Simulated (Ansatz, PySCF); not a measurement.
Potential energy curve for NaF, singlet.

Methods: UHF/cc-pVDZ (Ansatz, a program for electronic structure); RHF/cc-pVDZ (Ansatz); UKS-CAM-B3LYP = unrestricted CAM-B3LYP/cc-pVDZ run with Ansatz; RKS-CAM-B3LYP = Ansatz with restricted CAM-B3LYP/cc-pVDZ; UKS-B3LYP = Ansatz with unrestricted B3LYP/cc-pVDZ; RKS-B3LYP = restricted B3LYP/cc-pVDZ in Ansatz; UKS-PBE = unrestricted PBE/cc-pVDZ (Ansatz); RKS-PBE = restricted PBE/cc-pVDZ run with Ansatz; UKS-B3LYP/6-31G* = PySCF 2.14.0 with unrestricted B3LYP/6-31G*, spherical d; RKS-B3LYP/6-31G* = restricted B3LYP/6-31G*, spherical d in PySCF 2.14.0; UKS-B3LYP/6-311+G** = PySCF with unrestricted B3LYP/6-311+G**, spherical d; RKS-B3LYP/6-311+G** = restricted B3LYP/6-311+G**, spherical d in PySCF.

Scanned distances (Å): 1.52, 1.61, 1.76, 1.80, 1.87, 1.92, 1.95, 2.02, 2.12, 2.23, 2.39, 2.60, 2.86, 3.19, 3.45, 3.91, 4.28, 4.77, 5.22, 5.70.

### Question
Where does the unrestricted solution first break spin symmetry (<S²> of 0.01 or more)?

### Answer
UHF: between 3.19 and 3.45 Å; UKS-CAM-B3LYP: between 3.19 and 3.45 Å; UKS-B3LYP: between 2.86 and 3.19 Å; UKS-PBE: between 2.86 and 3.19 Å; UKS-B3LYP/6-31G*: between 2.86 and 3.19 Å; UKS-B3LYP/6-311+G**: between 3.45 and 3.91 Å.

```json
[
 {"R / Å": "1.52", "<S²> UHF": "0.00", "E(RHF) − E(UHF) / mEh": "0.0", "<S²> UKS-CAM-B3LYP": "0.00", "E(RKS-CAM-B3LYP) − E(UKS-CAM-B3LYP) / mEh": "0.0", "<S²> UKS-B3LYP": "0.00", "E(RKS-B3LYP) − E(UKS-B3LYP) / mEh": "0.0", "<S²> UKS-PBE": "0.00", "E(RKS-PBE) − E(UKS-PBE) / mEh": "0.0", "<S²> UKS-B3LYP/6-31G*": "0.00", "E(RKS-B3LYP/6-31G*) − E(UKS-B3LYP/6-31G*) / mEh": "0.0", "<S²> UKS-B3LYP/6-311+G**": "0.00", "E(RKS-B3LYP/6-311+G**) − E(UKS-B3LYP/6-311+G**) / mEh": "0.0"},
 {"R / Å": "1.61", "<S²> UHF": "0.00", "E(RHF) − E(UHF) / mEh": "0.0", "<S²> UKS-CAM-B3LYP": "0.00", "E(RKS-CAM-B3LYP) − E(UKS-CAM-B3LYP) / mEh": "0.0", "<S²> UKS-B3LYP": "0.00", "E(RKS-B3LYP) − E(UKS-B3LYP) / mEh": "0.0", "<S²> UKS-PBE": "0.00", "E(RKS-PBE) − E(UKS-PBE) / mEh": "0.0", "<S²> UKS-B3LYP/6-31G*": "0.00", "E(RKS-B3LYP/6-31G*) − E(UKS-B3LYP/6-31G*) / mEh": "0.0", "<S²> UKS-B3LYP/6-311+G**": "0.00", "E(RKS-B3LYP/6-311+G**) − E(UKS-B3LYP/6-311+G**) / mEh": "0.0"},
 {"R / Å": "1.76", "<S²> UHF": "0.00", "E(RHF) − E(UHF) / mEh": "0.0", "<S²> UKS-CAM-B3LYP": "0.00", "E(RKS-CAM-B3LYP) − E(UKS-CAM-B3LYP) / mEh": "0.0", "<S²> UKS-B3LYP": "0.00", "E(RKS-B3LYP) − E(UKS-B3LYP) / mEh": "0.0", "<S²> UKS-PBE": "0.00", "E(RKS-PBE) − E(UKS-PBE) / mEh": "0.0", "<S²> UKS-B3LYP/6-31G*": "0.00", "E(RKS-B3LYP/6-31G*) − E(UKS-B3LYP/6-31G*) / mEh": "0.0", "<S²> UKS-B3LYP/6-311+G**": "0.00", "E(RKS-B3LYP/6-311+G**) − E(UKS-B3LYP/6-311+G**) / mEh": "0.0"},
 {"R / Å": "1.80", "<S²> UHF": "0.00", "E(RHF) − E(UHF) / mEh": "0.0", "<S²> UKS-CAM-B3LYP": "0.00", "E(RKS-CAM-B3LYP) − E(UKS-CAM-B3LYP) / mEh": "0.0", "<S²> UKS-B3LYP": "0.00", "E(RKS-B3LYP) − E(UKS-B3LYP) / mEh": "0.0", "<S²> UKS-PBE": "0.00", "E(RKS-PBE) − E(UKS-PBE) / mEh": "0.0", "<S²> UKS-B3LYP/6-31G*": "0.00", "E(RKS-B3LYP/6-31G*) − E(UKS-B3LYP/6-31G*) / mEh": "0.0", "<S²> UKS-B3LYP/6-311+G**": "0.00", "E(RKS-B3LYP/6-311+G**) − E(UKS-B3LYP/6-311+G**) / mEh": "0.0"},
 {"R / Å": "1.87", "<S²> UHF": "0.00", "E(RHF) − E(UHF) / mEh": "0.0", "<S²> UKS-CAM-B3LYP": "0.00", "E(RKS-CAM-B3LYP) − E(UKS-CAM-B3LYP) / mEh": "0.0", "<S²> UKS-B3LYP": "0.00", "E(RKS-B3LYP) − E(UKS-B3LYP) / mEh": "0.0", "<S²> UKS-PBE": "0.00", "E(RKS-PBE) − E(UKS-PBE) / mEh": "0.0", "<S²> UKS-B3LYP/6-31G*": "0.00", "E(RKS-B3LYP/6-31G*) − E(UKS-B3LYP/6-31G*) / mEh": "0.0", "<S²> UKS-B3LYP/6-311+G**": "0.00", "E(RKS-B3LYP/6-311+G**) − E(UKS-B3LYP/6-311+G**) / mEh": "0.0"},
 {"R / Å": "1.92", "<S²> UHF": "0.00", "E(RHF) − E(UHF) / mEh": "0.0", "<S²> UKS-CAM-B3LYP": "0.00", "E(RKS-CAM-B3LYP) − E(UKS-CAM-B3LYP) / mEh": "0.0", "<S²> UKS-B3LYP": "0.00", "E(RKS-B3LYP) − E(UKS-B3LYP) / mEh": "0.0", "<S²> UKS-PBE": "0.00", "E(RKS-PBE) − E(UKS-PBE) / mEh": "0.0", "<S²> UKS-B3LYP/6-31G*": "0.00", "E(RKS-B3LYP/6-31G*) − E(UKS-B3LYP/6-31G*) / mEh": "0.0", "<S²> UKS-B3LYP/6-311+G**": "0.00", "E(RKS-B3LYP/6-311+G**) − E(UKS-B3LYP/6-311+G**) / mEh": "0.0"},
 {"R / Å": "1.95", "<S²> UHF": "0.00", "E(RHF) − E(UHF) / mEh": "0.0", "<S²> UKS-CAM-B3LYP": "0.00", "E(RKS-CAM-B3LYP) − E(UKS-CAM-B3LYP) / mEh": "0.0", "<S²> UKS-B3LYP": "0.00", "E(RKS-B3LYP) − E(UKS-B3LYP) / mEh": "0.0", "<S²> UKS-PBE": "0.00", "E(RKS-PBE) − E(UKS-PBE) / mEh": "0.0", "<S²> UKS-B3LYP/6-31G*": "0.00", "E(RKS-B3LYP/6-31G*) − E(UKS-B3LYP/6-31G*) / mEh": "0.0", "<S²> UKS-B3LYP/6-311+G**": "0.00", "E(RKS-B3LYP/6-311+G**) − E(UKS-B3LYP/6-311+G**) / mEh": "0.0"},
 {"R / Å": "2.02", "<S²> UHF": "0.00", "E(RHF) − E(UHF) / mEh": "0.0", "<S²> UKS-CAM-B3LYP": "0.00", "E(RKS-CAM-B3LYP) − E(UKS-CAM-B3LYP) / mEh": "0.0", "<S²> UKS-B3LYP": "0.00", "E(RKS-B3LYP) − E(UKS-B3LYP) / mEh": "0.0", "<S²> UKS-PBE": "0.00", "E(RKS-PBE) − E(UKS-PBE) / mEh": "0.0", "<S²> UKS-B3LYP/6-31G*": "0.00", "E(RKS-B3LYP/6-31G*) − E(UKS-B3LYP/6-31G*) / mEh": "0.0", "<S²> UKS-B3LYP/6-311+G**": "0.00", "E(RKS-B3LYP/6-311+G**) − E(UKS-B3LYP/6-311+G**) / mEh": "0.0"},
 {"R / Å": "2.12", "<S²> UHF": "0.00", "E(RHF) − E(UHF) / mEh": "0.0", "<S²> UKS-CAM-B3LYP": "0.00", "E(RKS-CAM-B3LYP) − E(UKS-CAM-B3LYP) / mEh": "0.0", "<S²> UKS-B3LYP": "0.00", "E(RKS-B3LYP) − E(UKS-B3LYP) / mEh": "0.0", "<S²> UKS-PBE": "0.00", "E(RKS-PBE) − E(UKS-PBE) / mEh": "0.0", "<S²> UKS-B3LYP/6-31G*": "0.00", "E(RKS-B3LYP/6-31G*) − E(UKS-B3LYP/6-31G*) / mEh": "0.0", "<S²> UKS-B3LYP/6-311+G**": "0.00", "E(RKS-B3LYP/6-311+G**) − E(UKS-B3LYP/6-311+G**) / mEh": "0.0"},
 {"R / Å": "2.23", "<S²> UHF": "0.00", "E(RHF) − E(UHF) / mEh": "0.0", "<S²> UKS-CAM-B3LYP": "0.00", "E(RKS-CAM-B3LYP) − E(UKS-CAM-B3LYP) / mEh": "0.0", "<S²> UKS-B3LYP": "0.00", "E(RKS-B3LYP) − E(UKS-B3LYP) / mEh": "0.0", "<S²> UKS-PBE": "0.00", "E(RKS-PBE) − E(UKS-PBE) / mEh": "0.0", "<S²> UKS-B3LYP/6-31G*": "0.00", "E(RKS-B3LYP/6-31G*) − E(UKS-B3LYP/6-31G*) / mEh": "0.0", "<S²> UKS-B3LYP/6-311+G**": "0.00", "E(RKS-B3LYP/6-311+G**) − E(UKS-B3LYP/6-311+G**) / mEh": "0.0"},
 {"R / Å": "2.39", "<S²> UHF": "0.00", "E(RHF) − E(UHF) / mEh": "0.0", "<S²> UKS-CAM-B3LYP": "0.00", "E(RKS-CAM-B3LYP) − E(UKS-CAM-B3LYP) / mEh": "0.0", "<S²> UKS-B3LYP": "0.00", "E(RKS-B3LYP) − E(UKS-B3LYP) / mEh": "0.0", "<S²> UKS-PBE": "0.00", "E(RKS-PBE) − E(UKS-PBE) / mEh": "0.0", "<S²> UKS-B3LYP/6-31G*": "0.00", "E(RKS-B3LYP/6-31G*) − E(UKS-B3LYP/6-31G*) / mEh": "0.0", "<S²> UKS-B3LYP/6-311+G**": "0.00", "E(RKS-B3LYP/6-311+G**) − E(UKS-B3LYP/6-311+G**) / mEh": "0.0"},
 {"R / Å": "2.60", "<S²> UHF": "0.00", "E(RHF) − E(UHF) / mEh": "0.0", "<S²> UKS-CAM-B3LYP": "0.00", "E(RKS-CAM-B3LYP) − E(UKS-CAM-B3LYP) / mEh": "0.0", "<S²> UKS-B3LYP": "0.00", "E(RKS-B3LYP) − E(UKS-B3LYP) / mEh": "0.0", "<S²> UKS-PBE": "0.00", "E(RKS-PBE) − E(UKS-PBE) / mEh": "0.0", "<S²> UKS-B3LYP/6-31G*": "0.00", "E(RKS-B3LYP/6-31G*) − E(UKS-B3LYP/6-31G*) / mEh": "0.0", "<S²> UKS-B3LYP/6-311+G**": "0.00", "E(RKS-B3LYP/6-311+G**) − E(UKS-B3LYP/6-311+G**) / mEh": "0.0"},
 {"R / Å": "2.86", "<S²> UHF": "0.00", "E(RHF) − E(UHF) / mEh": "0.0", "<S²> UKS-CAM-B3LYP": "0.00", "E(RKS-CAM-B3LYP) − E(UKS-CAM-B3LYP) / mEh": "0.0", "<S²> UKS-B3LYP": "0.00", "E(RKS-B3LYP) − E(UKS-B3LYP) / mEh": "0.0", "<S²> UKS-PBE": "0.00", "E(RKS-PBE) − E(UKS-PBE) / mEh": "0.0", "<S²> UKS-B3LYP/6-31G*": "0.00", "E(RKS-B3LYP/6-31G*) − E(UKS-B3LYP/6-31G*) / mEh": "0.0", "<S²> UKS-B3LYP/6-311+G**": "0.00", "E(RKS-B3LYP/6-311+G**) − E(UKS-B3LYP/6-311+G**) / mEh": "0.0"},
 {"R / Å": "3.19", "<S²> UHF": "0.00", "E(RHF) − E(UHF) / mEh": "0.0", "<S²> UKS-CAM-B3LYP": "0.00", "E(RKS-CAM-B3LYP) − E(UKS-CAM-B3LYP) / mEh": "0.0", "<S²> UKS-B3LYP": "0.08", "E(RKS-B3LYP) − E(UKS-B3LYP) / mEh": "0.2", "<S²> UKS-PBE": "0.06", "E(RKS-PBE) − E(UKS-PBE) / mEh": "0.1", "<S²> UKS-B3LYP/6-31G*": "0.15", "E(RKS-B3LYP/6-31G*) − E(UKS-B3LYP/6-31G*) / mEh": "0.6", "<S²> UKS-B3LYP/6-311+G**": "0.00", "E(RKS-B3LYP/6-311+G**) − E(UKS-B3LYP/6-311+G**) / mEh": "0.0"},
 {"R / Å": "3.45", "<S²> UHF": "0.95", "E(RHF) − E(UHF) / mEh": "12.1", "<S²> UKS-CAM-B3LYP": "0.16", "E(RKS-CAM-B3LYP) − E(UKS-CAM-B3LYP) / mEh": "0.6", "<S²> UKS-B3LYP": "0.25", "E(RKS-B3LYP) − E(UKS-B3LYP) / mEh": "1.9", "<S²> UKS-PBE": "0.21", "E(RKS-PBE) − E(UKS-PBE) / mEh": "0.9", "<S²> UKS-B3LYP/6-31G*": "0.30", "E(RKS-B3LYP/6-31G*) − E(UKS-B3LYP/6-31G*) / mEh": "2.9", "<S²> UKS-B3LYP/6-311+G**": "0.00", "E(RKS-B3LYP/6-311+G**) − E(UKS-B3LYP/6-311+G**) / mEh": "0.0"},
 {"R / Å": "3.91", "<S²> UHF": "0.98", "E(RHF) − E(UHF) / mEh": "37.8", "<S²> UKS-CAM-B3LYP": "0.41", "E(RKS-CAM-B3LYP) − E(UKS-CAM-B3LYP) / mEh": "6.3", "<S²> UKS-B3LYP": "0.42", "E(RKS-B3LYP) − E(UKS-B3LYP) / mEh": "7.0", "<S²> UKS-PBE": "0.37", "E(RKS-PBE) − E(UKS-PBE) / mEh": "3.6", "<S²> UKS-B3LYP/6-31G*": "0.46", "E(RKS-B3LYP/6-31G*) − E(UKS-B3LYP/6-31G*) / mEh": "8.3", "<S²> UKS-B3LYP/6-311+G**": "0.16", "E(RKS-B3LYP/6-311+G**) − E(UKS-B3LYP/6-311+G**) / mEh": "0.8"},
 {"R / Å": "4.28", "<S²> UHF": "0.99", "E(RHF) − E(UHF) / mEh": "54.6", "<S²> UKS-CAM-B3LYP": "0.53", "E(RKS-CAM-B3LYP) − E(UKS-CAM-B3LYP) / mEh": "11.9", "<S²> UKS-B3LYP": "0.51", "E(RKS-B3LYP) − E(UKS-B3LYP) / mEh": "11.2", "<S²> UKS-PBE": "0.46", "E(RKS-PBE) − E(UKS-PBE) / mEh": "6.1", "<S²> UKS-B3LYP/6-31G*": "0.53", "E(RKS-B3LYP/6-31G*) − E(UKS-B3LYP/6-31G*) / mEh": "12.3", "<S²> UKS-B3LYP/6-311+G**": "0.26", "E(RKS-B3LYP/6-311+G**) − E(UKS-B3LYP/6-311+G**) / mEh": "2.5"},
 {"R / Å": "4.77", "<S²> UHF": "1.00", "E(RHF) − E(UHF) / mEh": "71.6", "<S²> UKS-CAM-B3LYP": "0.62", "E(RKS-CAM-B3LYP) − E(UKS-CAM-B3LYP) / mEh": "18.4", "<S²> UKS-B3LYP": "0.58", "E(RKS-B3LYP) − E(UKS-B3LYP) / mEh": "15.7", "<S²> UKS-PBE": "0.53", "E(RKS-PBE) − E(UKS-PBE) / mEh": "8.9", "<S²> UKS-B3LYP/6-31G*": "0.59", "E(RKS-B3LYP/6-31G*) − E(UKS-B3LYP/6-31G*) / mEh": "16.4", "<S²> UKS-B3LYP/6-311+G**": "0.34", "E(RKS-B3LYP/6-311+G**) − E(UKS-B3LYP/6-311+G**) / mEh": "4.9"},
 {"R / Å": "5.22", "<S²> UHF": "1.00", "E(RHF) − E(UHF) / mEh": "83.3", "<S²> UKS-CAM-B3LYP": "0.67", "E(RKS-CAM-B3LYP) − E(UKS-CAM-B3LYP) / mEh": "23.3", "<S²> UKS-B3LYP": "0.61", "E(RKS-B3LYP) − E(UKS-B3LYP) / mEh": "18.8", "<S²> UKS-PBE": "0.57", "E(RKS-PBE) − E(UKS-PBE) / mEh": "10.9", "<S²> UKS-B3LYP/6-31G*": "0.62", "E(RKS-B3LYP/6-31G*) − E(UKS-B3LYP/6-31G*) / mEh": "19.5", "<S²> UKS-B3LYP/6-311+G**": "0.40", "E(RKS-B3LYP/6-311+G**) − E(UKS-B3LYP/6-311+G**) / mEh": "6.9"},
 {"R / Å": "5.70", "<S²> UHF": "1.00", "E(RHF) − E(UHF) / mEh": "93.3", "<S²> UKS-CAM-B3LYP": "0.71", "E(RKS-CAM-B3LYP) − E(UKS-CAM-B3LYP) / mEh": "27.5", "<S²> UKS-B3LYP": "0.64", "E(RKS-B3LYP) − E(UKS-B3LYP) / mEh": "21.3", "<S²> UKS-PBE": "0.60", "E(RKS-PBE) − E(UKS-PBE) / mEh": "12.4", "<S²> UKS-B3LYP/6-31G*": "0.65", "E(RKS-B3LYP/6-31G*) − E(UKS-B3LYP/6-31G*) / mEh": "22.1", "<S²> UKS-B3LYP/6-311+G**": "0.43", "E(RKS-B3LYP/6-311+G**) − E(UKS-B3LYP/6-311+G**) / mEh": "8.7"}
]
```
